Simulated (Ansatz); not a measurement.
Born–Oppenheimer molecular dynamics of Cl₂H₃SiZn (7 atoms, charge 0, multiplicity 2). It starts at the highest image of a converged band, a first-order saddle point between two minima.

Computed with UKS PBE0-D4/def2-SVP (Ansatz 0.2.0).

* ensemble: NVE (velocity Verlet)
* time step: 0.5 fs
* steps asked: 200
* starting velocities drawn for: 100 K
* seed: 4763

Frames 1 fs apart, positions in Å, forces in eV/Å.

Velocities at 0 fs (Å/ps):

```
Zn -0.49 -0.68 -0.40
Cl -1.11 0.77 -1.12
Cl 1.03 0.64 3.17
Si 1.44 -0.36 -1.69
H 8.26 -4.86 5.19
H -16.31 -1.50 -0.69
H 2.67 10.77 -3.86
```

```xyz
7
Properties=species:S:1:pos:R:3:forces:R:3 time_fs=0 energy_less_start_eV=0.000 T=100
Zn 0.000 0.000 0.115 0.00 0.00 -0.03
Cl 0.000 0.000 2.393 0.00 0.00 0.01
Cl 0.000 0.000 -2.021 0.00 0.00 0.01
Si 0.000 0.000 4.891 0.00 0.00 0.02
H -0.769 -1.197 5.338 0.01 0.01 0.00
H 1.421 -0.067 5.338 -0.01 0.00 0.00
H -0.653 1.265 5.338 0.00 -0.01 0.00
7
Properties=species:S:1:pos:R:3:forces:R:3 time_fs=1 energy_less_start_eV=0.003 T=95
Zn -0.001 -0.001 0.115 0.00 0.00 0.02
Cl -0.001 0.001 2.392 0.00 0.00 0.00
Cl 0.001 0.001 -2.018 0.00 0.00 -0.03
Si 0.001 0.000 4.890 -0.34 0.09 0.00
H -0.761 -1.202 5.343 -0.01 0.05 -0.02
H 1.405 -0.069 5.337 0.29 0.00 0.07
H -0.650 1.275 5.334 0.05 -0.14 -0.04
7
Properties=species:S:1:pos:R:3:forces:R:3 time_fs=2 energy_less_start_eV=0.012 T=82
Zn -0.001 -0.001 0.114 0.00 0.00 0.06
Cl -0.002 0.002 2.391 0.00 -0.01 0.00
Cl 0.002 0.001 -2.015 0.00 0.00 -0.08
Si 0.003 -0.001 4.888 -0.62 0.17 -0.02
H -0.752 -1.206 5.348 -0.02 0.09 -0.03
H 1.392 -0.070 5.337 0.55 0.00 0.14
H -0.647 1.284 5.330 0.08 -0.25 -0.07
7
Properties=species:S:1:pos:R:3:forces:R:3 time_fs=3 energy_less_start_eV=0.020 T=70
Zn -0.002 -0.002 0.114 0.00 0.01 0.11
Cl -0.003 0.002 2.390 0.01 -0.01 -0.01
Cl 0.003 0.002 -2.011 0.00 0.00 -0.13
Si 0.004 -0.001 4.886 -0.78 0.21 -0.02
H -0.744 -1.210 5.353 -0.04 0.11 -0.04
H 1.384 -0.072 5.339 0.71 0.00 0.18
H -0.643 1.291 5.325 0.09 -0.31 -0.08
7
Properties=species:S:1:pos:R:3:forces:R:3 time_fs=4 energy_less_start_eV=0.022 T=66
Zn -0.002 -0.003 0.114 0.00 0.01 0.15
Cl -0.004 0.003 2.389 0.01 -0.02 -0.01
Cl 0.004 0.003 -2.008 0.00 0.00 -0.18
Si 0.005 -0.001 4.885 -0.77 0.21 -0.01
H -0.737 -1.212 5.357 -0.06 0.13 -0.05
H 1.383 -0.073 5.342 0.73 0.01 0.17
H -0.638 1.295 5.319 0.09 -0.33 -0.08
7
Properties=species:S:1:pos:R:3:forces:R:3 time_fs=5 energy_less_start_eV=0.019 T=70
Zn -0.002 -0.003 0.113 0.00 0.01 0.20
Cl -0.006 0.004 2.387 0.01 -0.02 -0.02
Cl 0.005 0.003 -2.005 0.00 0.00 -0.22
Si 0.005 -0.001 4.883 -0.58 0.17 0.03
H -0.730 -1.214 5.361 -0.08 0.12 -0.05
H 1.389 -0.075 5.346 0.60 0.02 0.12
H -0.632 1.296 5.312 0.06 -0.30 -0.06
7
Properties=species:S:1:pos:R:3:forces:R:3 time_fs=6 energy_less_start_eV=0.014 T=78
Zn -0.003 -0.004 0.113 0.00 0.01 0.24
Cl -0.007 0.005 2.386 0.01 -0.03 -0.03
Cl 0.006 0.004 -2.002 0.00 0.00 -0.27
Si 0.006 -0.001 4.881 -0.27 0.09 0.09
H -0.723 -1.214 5.364 -0.11 0.11 -0.04
H 1.400 -0.076 5.352 0.37 0.04 0.04
H -0.626 1.294 5.305 0.01 -0.22 -0.03
7
Properties=species:S:1:pos:R:3:forces:R:3 time_fs=7 energy_less_start_eV=0.012 T=81
Zn -0.003 -0.005 0.113 -0.01 0.01 0.29
Cl -0.008 0.005 2.385 0.01 -0.03 -0.04
Cl 0.007 0.004 -1.999 0.00 0.00 -0.32
Si 0.006 -0.001 4.880 0.10 -0.01 0.15
H -0.718 -1.212 5.367 -0.13 0.08 -0.03
H 1.415 -0.077 5.359 0.08 0.06 -0.06
H -0.620 1.290 5.298 -0.05 -0.11 0.01
7
Properties=species:S:1:pos:R:3:forces:R:3 time_fs=8 energy_less_start_eV=0.016 T=75
Zn -0.004 -0.005 0.112 -0.01 0.02 0.33
Cl -0.009 0.006 2.384 0.01 -0.03 -0.05
Cl 0.008 0.005 -1.997 0.00 0.00 -0.36
Si 0.006 -0.001 4.878 0.46 -0.12 0.20
H -0.714 -1.211 5.369 -0.15 0.06 -0.02
H 1.430 -0.077 5.364 -0.19 0.07 -0.15
H -0.614 1.285 5.291 -0.12 0.02 0.05
7
Properties=species:S:1:pos:R:3:forces:R:3 time_fs=9 energy_less_start_eV=0.024 T=63
Zn -0.004 -0.006 0.112 -0.01 0.02 0.37
Cl -0.010 0.007 2.383 0.01 -0.04 -0.06
Cl 0.009 0.006 -1.994 0.00 0.00 -0.40
Si 0.007 -0.002 4.877 0.75 -0.23 0.23
H -0.711 -1.208 5.372 -0.17 0.03 -0.01
H 1.444 -0.077 5.368 -0.41 0.08 -0.22
H -0.609 1.280 5.284 -0.18 0.14 0.09
7
Properties=species:S:1:pos:R:3:forces:R:3 time_fs=10 energy_less_start_eV=0.032 T=51
Zn -0.005 -0.007 0.112 -0.01 0.02 0.41
Cl -0.011 0.007 2.382 0.01 -0.04 -0.06
Cl 0.010 0.006 -1.991 0.00 0.00 -0.44
Si 0.007 -0.002 4.875 0.94 -0.30 0.25
H -0.710 -1.206 5.374 -0.18 0.01 -0.01
H 1.454 -0.076 5.370 -0.55 0.09 -0.27
H -0.606 1.276 5.278 -0.22 0.22 0.12
7
Properties=species:S:1:pos:R:3:forces:R:3 time_fs=11 energy_less_start_eV=0.036 T=45
Zn -0.005 -0.007 0.112 -0.01 0.02 0.44
Cl -0.012 0.008 2.381 0.01 -0.05 -0.07
Cl 0.011 0.007 -1.989 0.01 0.00 -0.48
Si 0.009 -0.002 4.874 1.00 -0.32 0.27
H -0.711 -1.203 5.376 -0.17 0.00 0.00
H 1.458 -0.074 5.370 -0.61 0.08 -0.28
H -0.605 1.275 5.273 -0.23 0.26 0.13
```

Of the whole run (100 fs, mean temperature of the second half 184 K): The conserved energy stayed within 0.033 meV per atom of its start (net change 0.03 meV per atom), so the integration is sound. The kinetic energy rose, since the run started high on the potential surface and went downhill. It ends in pieces (Cl2Zn + H3Si), so much of that is their flight and rotation, not heat. A run of 0.1 ps of so small a system gives no equilibrium averages.

Run time: 7.6 min on 4 threads of Arm Neoverse V2 (shared host), peak memory 0.34 GiB.
